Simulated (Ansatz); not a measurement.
Basis-set series for H$_{5}$NSiTe, SMILES `N[SiH2][TeH]`. The species carries charge 0 and has multiplicity 1. Te takes the def2 core potential. The structure was optimised at the PBE0-D4/def2-TZVP level. It is one conformer, not always the lowest.

```csv
functional,basis,functions,energy (Eh),HOMO (eV),LUMO (eV)
PBE0-D4,def2-SVP,83,-614.99650,-6.23,-0.18
PBE0-D4,def2-TZVPP,193,-615.18301,-6.35,-0.40
ωB97M-V,def2-SVP,83,-615.08129,-8.28,1.79
ωB97M-V,def2-TZVPP,193,-615.27272,-8.43,1.41
```

Task: Give the rows for def2-QZVPP. (Estimate.)

Result: The calculation gave: 
```
functional       basis  functions  energy (Eh)  HOMO (eV)  LUMO (eV)
   PBE0-D4  def2-QZVPP        359   -615.19861      -6.38      -0.50
   ωB97M-V  def2-QZVPP        359   -615.28763      -8.46       1.15
```

Positive LUMOs are unbound and depend on the basis.

Program: Ansatz 0.2.0.
